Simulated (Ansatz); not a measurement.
Input for Ansatz (a program for electronic structure): R-SVWN5/def2-TZVPP on H6OSi2 (SMILES [SiH3]O[SiH3]).

Ansatz 0.2 input:
```yaml
crystal:
  periodic: [false, false, false]
  atoms:
    - {symbol: Si, position_ang: [1.57082992, -0.09209131, 0.12883514]}
    - {symbol: O, position_ang: [-0.03267687, -0.09994418, 0.45688846]}
    - {symbol: Si, position_ang: [-1.57582680, 0.07688346, -0.05919259]}
    - {symbol: H, position_ang: [1.98097537, 1.23971792, -0.37497480]}
    - {symbol: H, position_ang: [2.30266462, -0.39810049, 1.37593412]}
    - {symbol: H, position_ang: [1.88576375, -1.11428036, -0.89669052]}
    - {symbol: H, position_ang: [-1.87398774, -0.91226927, -1.12147174]}
    - {symbol: H, position_ang: [-2.47902410, -0.14147917, 1.09017156]}
    - {symbol: H, position_ang: [-1.77881814, 1.44166340, -0.59949965]}
basis:
  gaussian:
    orbitals: def2-TZVPP
hamiltonian:
  xc: {name: SVWN5}
scf: {lower_state_search: off}
```

It printed:

```
WARN ansatz: RAYON_NUM_THREADS=4 ignored (pool sized by the plan → 4); use --threads N
Functional definition: SVWN5
these checks for a lower state are left out or cut short: stability, starts, cluster_reference, orbital_swaps, neighbouring_geometries, increment
integrals: 0.11 GiB planned
1081 factors; their error is unknown
mean field: 0.78 GiB planned
mean field evaluation 1: about -17817.5943 eV, gradient 6.2e1 eV
mean field evaluation 2: about -17781.3232 eV, gradient 1.5e2 eV
mean field evaluation 4: about -17824.2213 eV, gradient 3.5e0 eV
mean field evaluation 8: about -17824.2523 eV, gradient 4.0e-2 eV
mean field evaluation 16: about -17824.2198 eV, gradient 4.9e-6 eV
mean field -17824.21978089 eV, -655.0279952577 hartree, gradient 4.9e-6 eV, S^2 0.000000; 0 other end points of the search recorded, 0 dependent functions left out
reference -17824.21982320 eV, -655.0279968124 hartree; 21, 21 occupied and 178, 178 virtual orbitals, 1081 factors
Total energy: -17824.21982320 eV, -655.0279968124 hartree
Checks for a lower state left out: stability, starts, cluster_reference, orbital_swaps, neighbouring_geometries, increment
```

Self-consistency was reached.

Cost: roughly 2.4 core-seconds.
